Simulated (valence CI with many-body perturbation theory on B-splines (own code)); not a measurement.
## Eu L: electric-dipole lines

Calculated by relativistic CI+MBPT: four valence electrons over a frozen Dirac-Fock core [Ne], a basis of 11 s, 11 p, 9 d, 7 f, 5 g, 2 h, 1 i functions for each j, with the one-electron correlation potential Σ1, the two-electron term Σ2, the three-electron term Σ3, Breit, model QED; selected CI, second order for the rest (own B-spline code, finite nucleus).

No measured spectrum was set against this ion. As an estimate, large intervals hold to a few tenths of a per cent, small ones and those within an open d or f shell to about a per cent.

Lines 1 to 50 of 236 in falling wavelength, among levels below 5990.1 × 10³ cm⁻¹, chosen from the strongest by gf and those to the six lowest levels. Wavelengths and rates use the calculated energies. Electric multipoles are in the length gauge, E1 and E2 with the static RPA response of the core. Weak lines are less certain than strong ones. Lines between different terms over intervals too small for the method are left out, as are lines whose strength nearly cancels. The highest levels of a list are the least certain.

Levels are named by their leading jj configuration (3d3/2^4 stands for four electrons in 3d with j = 3/2), which in mixed levels can hold well under half, so a name can repeat and another be missing. Letters in brackets count levels of one name in rising energy.

| λ vac (Å) | Upper | Lower | A (s⁻¹) | S (a.u.) |
| --- | --- | --- | --- | --- |
| 1592 | (3s^2 3p1/2 3d3/2) J=2 | (3s^2 3p3/2^2) J=2 | 6.87e+03 | 6.84e-05 |
| 692.1 | (3s^2 3p3/2^2) J=2 | (3s 3p1/2^2 3p3/2) J=1 | 7.90e+05 | 6.46e-04 |
| 357.3 | (3s^2 3p3/2^2) J=0 | (3s 3p1/2^2 3p3/2) J=1 | 5.65e+06 | 1.27e-04 |
| 298.3 | (3s^2 3p3/2^2) J=2 | (3s 3p1/2^2 3p3/2) J=2 | 3.97e+06 | 2.60e-04 |
| 298.0 | (3s^2 3p1/2 3d3/2) J=1 | (3s^2 3p3/2^2) J=2 | 2.92e+06 | 1.14e-04 |
| 208.9 | (3s^2 3p1/2 3d5/2) J=2 | (3s^2 3p3/2^2) J=2 | 2.81e+07 | 6.33e-04 |
| 204.7 | (3s^2 3p1/2 3d5/2) J=3 | (3s^2 3p3/2^2) J=2 | 1.53e+07 | 4.55e-04 |
| 135.9 | (3s 3p1/2 3p3/2 3d3/2) J=3 [a] | (3s^2 3p3/2 3d3/2) J=2 | 1.43e+09 | 1.24e-02 |
| 118.2 | (3s 3p1/2^2 3d3/2) J=2 | (3s^2 3p1/2 3d3/2) J=1 | 4.78e+09 | 1.95e-02 |
| 117.8 | (3s 3p1/2 3p3/2 3d3/2) J=4 | (3s^2 3p3/2 3d3/2) J=3 | 5.32e+09 | 3.86e-02 |
| 116.9 | (3s 3p1/2 3p3/2 3d5/2) J=4 [a] | (3s^2 3p3/2 3d5/2) J=4 | 1.71e+09 | 1.21e-02 |
| 108.7 | (3s 3p1/2 3p3/2^2) J=2 [a] | (3s^2 3p3/2^2) J=2 | 8.52e+08 | 2.70e-03 |
| 108.3 | (3s 3p1/2 3p3/2 3d5/2) J=4 [b] | (3s^2 3p3/2 3d5/2) J=3 | 3.85e+09 | 2.17e-02 |
| 107.0 | (3s 3p1/2 3p3/2 3d3/2) J=2 [c] | (3s^2 3p3/2 3d3/2) J=2 | 4.23e+09 | 1.28e-02 |
| 103.5 | (3s 3p1/2 3p3/2 3d3/2) J=3 [b] | (3s^2 3p3/2 3d3/2) J=2 | 2.01e+09 | 7.70e-03 |
| 102.5 | (3s 3p1/2 3p3/2 3d3/2) J=3 [b] | (3s^2 3p3/2 3d3/2) J=3 | 2.17e+09 | 8.06e-03 |
| 101.3 | (3s 3p1/2^2 3p3/2) J=2 | (3s^2 3p1/2 3p3/2) J=2 | 6.82e+09 | 1.75e-02 |
| 101.2 | (3s 3p1/2 3p3/2 3d3/2) J=1 [b] | (3s^2 3p3/2 3d3/2) J=0 | 4.59e+09 | 7.04e-03 |
| 100.2 | (3s 3p1/2 3p3/2 3d3/2) J=2 [d] | (3s^2 3p3/2 3d3/2) J=1 | 4.70e+09 | 1.17e-02 |
| 99.96 | (3s 3p1/2 3p3/2 3d5/2) J=5 | (3s^2 3p3/2 3d5/2) J=4 | 1.31e+10 | 7.10e-02 |
| 98.23 | (3s 3p1/2 3p3/2 3d5/2) J=4 [c] | (3s^2 3p3/2 3d5/2) J=3 | 6.90e+09 | 2.90e-02 |
| 98.16 | (3s 3p1/2 3p3/2 3d3/2) J=2 [a] | (3s 3p1/2 3p3/2^2) J=2 [b] | 4.14e+09 | 9.66e-03 |
| 97.69 | (3s 3p1/2 3p3/2 3d5/2) J=3 [a] | (3s^2 3p3/2 3d5/2) J=2 | 6.84e+09 | 2.20e-02 |
| 97.64 | (3s 3p1/2 3p3/2^2) J=3 | (3s^2 3p3/2^2) J=2 | 8.46e+09 | 2.72e-02 |
| 96.00 | (3s 3p1/2^2 3d5/2) J=3 | (3s^2 3p1/2 3d5/2) J=3 | 9.81e+09 | 3.00e-02 |
| 95.82 | (3s 3p1/2 3p3/2 3d3/2) J=3 [c] | (3s^2 3p3/2 3d3/2) J=2 | 2.39e+09 | 7.27e-03 |
| 95.44 | (3s 3p1/2 3p3/2 3d3/2) J=1 [c] | (3s^2 3p3/2 3d3/2) J=1 | 7.80e+09 | 1.00e-02 |
| 95.23 | (3s 3p1/2^2 3p3/2) J=2 | (3s^2 3p1/2 3p3/2) J=1 | 8.80e+09 | 1.88e-02 |
| 95.12 | (3s 3p1/2^2 3d5/2) J=3 | (3s^2 3p1/2 3d5/2) J=2 | 1.55e+10 | 4.60e-02 |
| 94.98 | (3s 3p1/2 3p3/2 3d3/2) J=3 [c] | (3s^2 3p3/2 3d3/2) J=3 | 8.61e+09 | 2.55e-02 |
| 94.77 | (3s 3p1/2 3p3/2^2) J=1 [a] | (3s^2 3p3/2^2) J=0 | 6.37e+09 | 8.02e-03 |
| 94.29 | (3s 3p1/2 3p3/2 3d5/2) J=1 [c] | (3s^2 3p3/2 3d5/2) J=1 | 9.38e+09 | 1.16e-02 |
| 93.08 | (3s 3p1/2^2 3d3/2) J=1 | (3s^2 3p1/2 3d3/2) J=2 | 1.94e+10 | 2.31e-02 |
| 92.67 | (3s 3p1/2 3p3/2 3d5/2) J=2 [c] | (3s^2 3p3/2 3d5/2) J=1 | 1.04e+10 | 2.04e-02 |
| 91.28 | (3s 3p1/2 3p3/2 3d5/2) J=3 [b] | (3s^2 3p3/2 3d5/2) J=2 | 7.02e+09 | 1.84e-02 |
| 89.37 | (3s 3p1/2^2 3d3/2) J=2 | (3s^2 3p1/2 3d3/2) J=2 | 1.46e+10 | 2.57e-02 |
| 89.16 | (3p1/2^2 3p3/2^2) J=0 | (3s 3p1/2 3p3/2^2) J=1 [b] | 1.76e+10 | 6.17e-03 |
| 88.94 | (3s 3p1/2 3p3/2 3d5/2) J=2 [b] | (3s^2 3p3/2 3d5/2) J=2 | 1.16e+10 | 2.02e-02 |
| 88.65 | (3s 3p1/2 3p3/2 3d5/2) J=3 [d] | (3s^2 3p3/2 3d5/2) J=3 | 1.32e+10 | 3.17e-02 |
| 88.57 | (3s 3p1/2 3p3/2 3d5/2) J=2 [d] | (3s^2 3p3/2 3d5/2) J=1 | 5.33e+09 | 9.14e-03 |
| 88.29 | (3s 3p1/2^2 3d5/2) J=2 | (3s^2 3p1/2 3d5/2) J=3 | 2.20e+10 | 3.74e-02 |
| 88.04 | (3s 3p1/2 3p3/2 3d5/2) J=2 [c] | (3s^2 3p3/2 3d5/2) J=3 | 5.51e+09 | 9.27e-03 |
| 87.89 | (3s 3p1/2 3p3/2 3d3/2) J=2 [b] | (3s 3p1/2 3p3/2^2) J=2 [b] | 6.64e+09 | 1.11e-02 |
| 87.55 | (3s 3p1/2^2 3d5/2) J=2 | (3s^2 3p1/2 3d5/2) J=2 | 5.78e+09 | 9.58e-03 |
| 86.85 | (3s 3p1/2 3p3/2 3d3/2) J=2 [b] | (3s 3p1/2 3p3/2^2) J=1 [a] | 5.04e+09 | 8.15e-03 |
| 86.69 | (3s 3p1/2 3p3/2 3d5/2) J=4 [b] | (3s^2 3p3/2 3d5/2) J=4 | 4.64e+09 | 1.34e-02 |
| 84.88 | (3s 3p1/2^2 3p3/2) J=1 | (3s^2 3p1/2 3p3/2) J=2 | 2.64e+10 | 2.39e-02 |
| 84.34 | (3s 3p1/2 3p3/2 3d5/2) J=2 [d] | (3s^2 3p3/2 3d5/2) J=3 | 1.08e+10 | 1.60e-02 |
| 83.99 | (3s 3p1/2 3p3/2^2) J=1 [a] | (3s^2 3p3/2^2) J=2 | 9.35e+09 | 8.20e-03 |
| 83.42 | (3s 3p1/2 3p3/2 3d3/2) J=2 [a] | (3s 3p1/2 3p3/2^2) J=3 | 1.71e+10 | 2.45e-02 |
